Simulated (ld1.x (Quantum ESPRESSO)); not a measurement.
## molybdenum (Mo): one change to a PAW potential, before and after

```
Element                 : Mo
Generator               : ld1.x (Quantum ESPRESSO) 7.5
Type                    : PAW
Functional              : LDA (PZ)
Relativity              : scalar-relativistic
Frozen core             : [Ar] 3d10
Valence charge          : 14
Reference configuration : 4s2 4p6 4d5 5s1 5p0
Partial waves           : 4s (bound): rcut 1.55, rcutus 1.75 bohr; 5s (bound): rcut 1.55, rcutus 1.75 bohr; 4p (bound): rcut 1.65, rcutus 1.80 bohr; 5p (bound, empty): rcut 1.65, rcutus 1.80 bohr; 4d (bound): rcut 1.55, rcutus 1.65 bohr; 4d channel at 3 Ry: rcut 1.55, rcutus 1.65 bohr
Local potential         : all-electron potential smoothed inside 1.45 bohr (lloc = -1)
Core correction         : Bessel-smoothed model core inside 1.10 bohr
Augmentation charge     : PSQ, inside the norm-conserving radii
```

All-electron outer shells of the reference configuration (LDA (PZ), scalar-relativistic, ld1.x):

```csv
shell,level (eV),outermost node (bohr),outermost maximum (bohr)
3p,-378.90,0.17,0.38
3d,-221.32,–,0.32
4s,-64.42,0.51,0.99
4p,-38.59,0.52,1.06
5s,-4.33,1.34,2.93
4d,-3.94,0.53,1.38
5p,-1.16,1.54,4.05
```

Change: waves 4s (bound): rcut 1.55, rcutus 1.96 bohr; 5s (bound): rcut 1.55, rcutus 1.96 bohr.

Cutoffs: the cutoffs (Ry, on a coarse ladder) from which the occupation-weighted sum of valence levels, in a spherical-Bessel basis at the reference potential, stays within 10 and 1 mRy of its value at 400 Ry; they do not see the model core or the augmentation charge, which bear on the density cutoff. Errors are all-electron minus pseudo energies relative to the spin-unpolarised reference configuration.

**Question.** Predict the effect on cutoff, ghosts and configuration errors.

**Answer.** The potential gets neither clearly harder nor softer (35 Ry and 50 Ry → 35 Ry and 50 Ry); both files keep a bound ghost (d); of the 9 tests that both files solve, the error grows in 1 and shrinks in 3 by more than 15 % and 0.3 meV (median size 1.9 → 1.6 meV).

```tsv
quantity	base	changed
cutoff, loose	35 Ry	35 Ry
cutoff, tight	50 Ry	50 Ry
loose cutoff by channel (10 mRy a level)	s 15 Ry, p 21 Ry, d 30 Ry	s 18 Ry, p 21 Ry, d 30 Ry
bound ghosts	d	d
error for 4s2 4p6 4d5 5s0 5p0, meV [ΔE 7.19 eV]	-1.5	-1.8
error for 4s2 4p6 4d4 5s0 5p0, meV [ΔE 22.89 eV]	-1.6	-1.5
error for 4s2 4p6 4d3 5s0 5p0, meV [ΔE 49.85 eV]	-6.2	-4.0
error for 4s2 4p6 4d4 5s1 5p1, meV [ΔE 3.76 eV]	+1.4	+1.3
error for 4s2 4p6 4d4 5s2 5p0, meV [ΔE 0.14 eV]	+1.9	+1.6
error for 4s2 4p6 4d5 5s0 5p1, meV [ΔE 3.24 eV]	-0.3	-0.6
error for 4s2 4p6 4d2 5s0 5p0, meV [ΔE 89.55 eV]	-21	-13
error for 4s2 4p6 4d5 5s1 5p0 (spin-polarised), meV [ΔE -3.92 eV]	-2.4	-1.6
error for 4s2 4p6 4d5 5s0 5p0 (spin-polarised), meV [ΔE 3.80 eV]	-4.1	-4.0
lowest overlap eigenvalue by channel	s 0.06, p 0.02, d 0.06	s 0.05, p 0.02, d 0.06
```

 A true bound ghost makes a file unfit for plane-wave use even where its test errors are small: the radial tests pick states by their node count and pass the ghost by.
